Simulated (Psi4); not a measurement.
F$_{3}$In, triplet, at a GFN2-xTB geometry (such geometries of metal compounds can be far from the true shape) (a higher spin typed on purpose: for a closed-shell molecule this is an excited state) (core potentials on In). Base run: Psi4 with B3LYP/def2-SVP.

Psi4 was given this input:
```
memory 2 GB

molecule mol {
0 3
In   -0.000000   -0.000000   -0.000000
F    -1.990798   -1.210996    0.035394
F     0.017942    2.189572   -0.797805
F     1.972855   -0.978576    0.762411
}

set {
  basis def2-svp
  reference uks
}

energy('b3lyp')
print_variables()
```

The base run was repeated with changes; each row names its change, and settings that it needs were set with it.

```csv
change,ΔE vs base (µEh),SCF cycles,grid points,basis functions,outcome
base,0.0,43,87548,68,converged
scf_type = pk,21.9,46,87548,68,converged
df_basis_scf = cc-pvqz-jkfit,-,-,-,68,input refused
scf_type = out_of_core,21.9,46,87548,68,converged
dft_spherical_points = 974,43.9,46,281202,68,converged
df_basis_scf = cc-pvtz-jkfit,-,-,-,68,input refused
damping_percentage = 50,-,-,-,68,not converged
dft_radial_scheme = becke,-2.7,49,77707,68,converged
scf_initial_accelerator = ediis,-0.1,47,87548,68,converged
soscf = true,-,-,-,68,not converged
dft_radial_points = 50,86.7,42,59021,68,converged
guess = modhuckel,-2094,68,87548,68,another SCF solution
scf_type = disk_df,0.0,43,87548,68,converged
```

A guess, shift, damping, solver or small numerical setting can't move a converged solution much, so rows marked as another SCF solution ended in a different state.

Open shells are given as the SCF converged; they aren't shown to be the lowest states, and a large step between rows can be another state.

- df_basis_scf = cc-pvqz-jkfit: ended with `psi4.driver.qcdb.exceptions.BasisSetNotFound: BasisSet::construct: Unable to find a basis set for atom 1 for key JKFIT among:`
- df_basis_scf = cc-pvtz-jkfit: ended with `psi4.driver.qcdb.exceptions.BasisSetNotFound: BasisSet::construct: Unable to find a basis set for atom 1 for key JKFIT among:`
